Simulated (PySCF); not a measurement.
An unknown shows these calculated signals:

1H NMR (400 MHz, computed): δ 5.51 (d, 1H), 5.15 (d, 1H), 5.07 (s, 3H), 2.52 (br s, 1H), 1.87 (s, 1H), 0.20 (br s, 1H).

13C{1H} NMR (computed): δ 97.7 (CH), 92.3 (C).

[PySCF: GFN2-xTB structure; shielding tensors at PBE0/pcSseg-1 (GIAO); relativity neglected; equivalent nuclei averaged; no solvent; a single conformation]

Shifts are taken against calculated references (same method and geometry level): 1H (σref 31.72) and 13C (σref 186.93) against TMS.

Question: Which of these does the molecule contain: a C≡C triple bond, an OH group, a Si–H bond, a Si–CH3 group, a tert-butyl group, a carboxylic acid?

Answer: 
- A C≡C triple bond: yes (δC 97.7, 92.3; δH 1.87 (s)).
- An OH group: yes (δH 2.52 (br s)).
- A Si–H bond: yes (δH 5.07 (s)).
- A Si–CH3 group: no.
- A tert-butyl group: no.
- A carboxylic acid: no.

The data belong to SMILES C#C[Si@@](O)(O[SiH3])[SiH2]O, C$_{2}$H$_{8}$O$_{3}$Si$_{3}$; they needn't prove each group on their own.

Carbon signals by region: 2 at 50–100 ppm.

OH and NH positions are those of a molecule without intermolecular hydrogen bonds; in solution they move with solvent, concentration and temperature, and exchange usually removes their couplings. Shifts are as computed. Against solution values, carbons near 30 ppm lie about +3 ppm off and those near 130 ppm about +5 ppm. Of 1211 compounds with measured shifts, 218 miss one by over three times the rms of a fit or turn the order of signals round; such compounds aren't used in these exercises. Multiplicities follow the n + 1 count of equivalent neighbours, as no J values were calculated; m marks all less simple cases, F and P coupling included.
